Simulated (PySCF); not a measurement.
Compound: C₆H₇ClO₂SSi.
Numbering: `[O:1]=[S:2](=[O:3])([Cl:4])[c:5]1[cH:6][cH:7][cH:8][cH:9][c:10]1[SiH3:11]`

NICS is the negative of the GIAO shielding at a point without a nucleus: at the ring centre (0) and 1 Å above and below it (1); zz is the component along the ring normal. Level: GIAO PBE0/pcSseg-1 (PySCF, non-relativistic, gas phase) on the GFN2-xTB geometry, one conformer.

Ring bond lengths (Å), with Mayer bond orders in brackets: C5–C6 1.379 (1.37), C6–C7 1.385 (1.43), C7–C8 1.388 (1.42), C8–C9 1.385 (1.43), C9–C10 1.394 (1.45), C10–C5 1.378 (1.31).

Task: Give the NICS values of each ring in ppm.

Result: 
```csv
ring,type,NICS(0),"NICS(1), two faces","NICS(1)zz, two faces",rms pucker (Å),"centre to ring atoms, mean (Å)"
C5–C6–C7–C8–C9–C10,6-membered carbocycle; formal bonds all aromatic,-9.1,-11.6 / -11.7,-28.0 / -28.5,0.00,1.38
```

Task: What can be read from them?

Result: 
- C5–C6–C7–C8–C9–C10: mean NICS(1)zz -28.2 ppm, shielded. For a flat ring without four-coordinate atoms the NICS criterion counts such a value as aromatic.

Task: And the bond-length index? HOMA = 1 − mean of α(R − Ropt)² over the ring bonds, with Krygowski's 1993 parameters (CC: Ropt 1.388 Å, α 257.7 Å⁻²).

Result: 
- C5–C6–C7–C8–C9–C10: HOMA 0.99 = 1 − EN − GEO, with mean bond length 1.385 Å, EN = α(Ropt − mean)² = 0.003 and GEO = α × variance = 0.008. The geometric and the magnetic index point the same way.

Task: At the first NICS(1) probe listed for ring C5–C6–C7–C8–C9–C10, 1 Å off the ring, what do the in-plane components average?

Result: The isotropic value is a third of the trace: (3 × -11.6 − (-28.0))/2 = -3.4 ppm.

Task: What are the shieldings of the ring atoms and their hydrogens in the same run (means over atoms taken as equivalent)?

Result: 
```
  atoms                  environment  σ isotropic (ppm)  principal values of the symmetric part, first atom (ppm)
     C5  substituted aromatic carbon               30.8                                        -47.0, 24.1, 115.2
     C6           aromatic CH carbon               56.1                                        -41.9, 29.1, 181.3
     C7           aromatic CH carbon               50.2                                        -56.4, 28.6, 178.4
     C8           aromatic CH carbon               46.9                                        -65.5, 27.6, 178.5
     C9           aromatic CH carbon               43.0                                        -65.8, 26.6, 168.4
    C10  substituted aromatic carbon               47.7                                       -33.6, -20.1, 196.8
H on C6            aromatic hydrogen              23.40                                          18.8, 22.6, 28.8
H on C7            aromatic hydrogen              23.79                                          20.2, 24.4, 26.8
H on C8            aromatic hydrogen              23.76                                          20.3, 24.2, 26.7
H on C9            aromatic hydrogen              23.52                                          19.2, 23.2, 28.2
```

On one thread, x86-64 server, shared host, this took 83 s wall. This is the whole shielding run at PBE0/pcSseg-1, SCF included.

Conformer computed: `[O:1]=[S:2](=[O:3])([Cl:4])[c:5]1[cH:6][cH:7][cH:8][cH:9][c:10]1[SiH3:11]`: O1–S2–C5–C6 -23°.
